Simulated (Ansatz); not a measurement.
Species: AgF, charge 0, multiplicity 1. SMILES: [Ag][F]
Geometry: optimised at B3LYP-D3(BJ)/def2-TZVP (Ansatz, a quantum-chemistry and plane-wave program).

Parts of the frozen-core correlation energy in def2-SVP (Ansatz, hartree). Frozen orbitals: 5; correlated occupied orbitals by spin: 9 and 9; virtual: 31 and 31. Spin-orbit coupling is left out. Past Kr the def2 sets carry scalar-relativistic core potentials.

```tsv
term	value
reference (HF)	-245.42552
MP2 opposite-spin	?
MP2 same-spin	?
CCSD correlation	?
(T)	-0.00886
CCSDT minus CCSD(T)	-0.00013
T1 diagnostic	0.027
largest doubles amplitude	0.037
```

Question: Fill in the missing entries.

Answer: 
- MP2 opposite-spin, value: -0.28577
- MP2 same-spin, value: -0.14287
- CCSD correlation, value: -0.42233
